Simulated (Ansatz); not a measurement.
The first iterations of a band of Cl₄H₂W (7 atoms, charge 0, multiplicity 1).

These are results of RKS PBE0/def2-SVP (Ansatz), not measurements.

```
movable images  : 9
climbing image  : yes
spring          : 5.0 eV/Å²
optimiser       : quadratic models (default)
start path      : through a guess of the saddle point
force threshold : 0.03 eV/Å
iteration limit : 51
end points      : relaxed
```

First end point:

```xyz
7
Properties=species:S:1:pos:R:3
W 0.095 -0.293 -0.126
H -0.046 0.092 1.486
Cl 2.302 -0.058 0.322
H 0.065 1.307 0.327
Cl -2.154 -0.039 -0.068
Cl 0.009 -2.410 0.803
Cl 0.280 0.731 -2.193
```

Last end point:

```xyz
7
Properties=species:S:1:pos:R:3
W -0.741 -0.304 -0.563
H 1.320 0.184 1.182
Cl 2.534 0.318 1.626
H -0.199 1.116 0.135
Cl -2.686 0.123 0.446
Cl -0.088 -2.359 0.112
Cl 0.411 0.251 -2.385
```

| iteration | highest image above the first end (eV) | largest band force component (eV/Å) |
| --- | --- | --- |
| 1 | 3.756 | 3.570 |
| 2 | 2.360 | 1.706 |
| 3 | 1.750 | 1.476 |
| 4 | 1.675 | 1.209 |
| 5 | 1.602 | 1.199 |
| 6 | 1.542 | 0.678 |
| 7 | 1.562 | 0.831 |
| 8 | 1.548 | 0.793 |
| 9 | 1.531 | 0.412 |
| 10 | 1.526 | 0.177 |

Does the band converge within its limit, and where does its top end?

The run converged. It ended after 31 iterations with the highest image 1.435 eV above the first end. A vibrational analysis at the climbing image gives one clearly imaginary mode, 60i cm⁻¹: a first-order saddle point. The orbitals stay closed-shell, which can raise the energy where a bond breaks towards radicals; this wasn't checked here.

Run time: 20 min on 2 threads of Intel(R) Xeon(R) Platinum 8375C CPU @ 2.90GHz (Ice Lake), on a shared host, peak memory 0.33 GiB.
